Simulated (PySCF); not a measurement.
Working out the ionisation energy of Kr⁺

Kr⁺ [Ar] 3d10 4s2 4p5 (2P) → Kr²⁺ [Ar] 3d10 4s2 4p4 (3P). Calculation: PySCF 2.14, in def2-SVP; the non-relativistic Hamiltonian (point nucleus). Frozen: [Ar] 3d10. Energies in hartree (1 hartree = 27.21139 eV):

| part | Kr⁺ (lower) | Kr²⁺ (upper) |
| --- | --- | --- |
| UHF | -2751.185325 | -2750.325540 |
| CCSD correlation | -0.115388 | -0.095994 |
| (T) | -0.001297 | -0.001084 |

Task: What does Hartree-Fock give?

Result: (-2750.325540) − (-2751.185325) = 0.859785 hartree = 23.396 eV.

Task: What do CCSD and CCSD(T) give?

Result: The CCSD correlation energies differ by 0.019394 hartree = 0.528 eV and the triples by 0.000213 hartree = 0.006 eV, so CCSD gives 23.924 eV and CCSD(T) 23.930 eV.

Reference: 24.360 eV (measured; NIST Atomic Spectra Database, ionization energies), between the lowest levels; spin-orbit coupling is absent from the calculation.

The calculation is non-relativistic.

A double-zeta basis recovers only part of the correlation energy.

What remains against the reference includes basis incompleteness, the frozen core and higher excitations.
